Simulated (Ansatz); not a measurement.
C7H13GeNSi (`C[SiH2][N]([GeH3])c1ccccc1`), 23 atoms. The species carries charge 0 and has multiplicity 1. Correlated methods include outer-core shells of Ge, which these sets cover unevenly. Scalar relativity is left out up to krypton. All runs use 6 threads of an AMD EPYC 7R13 on a shared host and a share of an NVIDIA H100 80 GB. Correlated methods freeze the cores.

How many basis functions does each run have, and how long does it take in Ansatz? RKS r2SCANh-D4/def2-TZVPP energy; RKS B97M-V/def2-TZVPP energy; RKS PBE0-D4/def2-QZVPP energy; RKS revPBE-D4/def2-TZVPP energy; direct RPA on PBE orbitals/def2-TZVPP energy; RKS ωB97M-V/def2-QZVPP energy; RKS B3LYP-D4/def2-TZVPP energy and forces; RHF-CCSD(T)/def2-TZVPP energy; RHF-MP2/def2-QZVPP energy; RKS PBE0-D4/def2-SVP energy; RKS ωB97M-V/def2-SVP energy; RHF-CCSD(T)/def2-SVP energy. (Best estimate.)

Computed: Other jobs shared the machine, so times are rough.

```json
{"level": "RKS PBE0-D4/def2-SVP", "job": "energy", "functions": "227", "wall time": "3.1 s", "peak host memory (GiB)": "0.88"}
{"level": "RKS revPBE-D4/def2-TZVPP", "job": "energy", "functions": "520", "wall time": "3.6 s", "peak host memory (GiB)": "1.1"}
{"level": "RKS ωB97M-V/def2-SVP", "job": "energy", "functions": "227", "wall time": "6.5 s", "peak host memory (GiB)": "1"}
{"level": "RKS r2SCANh-D4/def2-TZVPP", "job": "energy", "functions": "520", "wall time": "8 s", "peak host memory (GiB)": "1.1"}
{"level": "direct RPA on PBE orbitals/def2-TZVPP", "job": "energy", "functions": "520", "wall time": "8 s", "peak host memory (GiB)": "3"}
{"level": "RKS B97M-V/def2-TZVPP", "job": "energy", "functions": "520", "wall time": "8.5 s", "peak host memory (GiB)": "1.2"}
{"level": "RKS B3LYP-D4/def2-TZVPP", "job": "energy and forces", "functions": "520", "wall time": "8.5 s", "peak host memory (GiB)": "1.3"}
{"level": "RHF-CCSD(T)/def2-SVP", "job": "energy", "functions": "227", "wall time": "10 s", "peak host memory (GiB)": "0.86"}
{"level": "RHF-MP2/def2-QZVPP", "job": "energy", "functions": "1005", "wall time": "12 s", "peak host memory (GiB)": "1.8"}
{"level": "RKS ωB97M-V/def2-QZVPP", "job": "energy", "functions": "1005", "wall time": "15 s", "peak host memory (GiB)": "1.8"}
{"level": "RKS PBE0-D4/def2-QZVPP", "job": "energy", "functions": "1005", "wall time": "16 s", "peak host memory (GiB)": "1.6"}
{"level": "RHF-CCSD(T)/def2-TZVPP", "job": "energy", "functions": "520", "wall time": "110 s", "peak host memory (GiB)": "2.8"}
```

B3LYP here is the variant with VWN-RPA as its local correlation; programs differ in this.
